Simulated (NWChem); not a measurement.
Species: ZrOClF; SMILES [O]=[Zr]([F])[Cl]

```xyz
4

Zr     0.0616    -0.3236     0.1577
O      1.6182    -0.9251    -0.2993
F     -1.3299    -1.5902    -0.2434
Cl    -0.2024     2.0386    -0.1013
```
Atoms are numbered in this order, from 1.

Computed with NWChem. All runs use the structure optimised with PBE0/def2-SVP. def2 effective core potentials on Zr; no spin-orbit coupling. Vertical excitations in the gas phase; the lowest state need not have the same character in each row.

| level | lowest excitation, singlet (eV) | oscillator strength of that lowest state | orbital gap (eV) |
|---|---|---|---|
| PBE/def2-SVPD, TDA | 3.42 | 0.002 | 3.37 |
| B3LYP/def2-SVPD, TDA | 3.81 | 0.003 | 4.97 |
| LDA (Slater exchange, VWN5)/def2-SVPD, TDA | 3.39 | 0.002 | 3.33 |
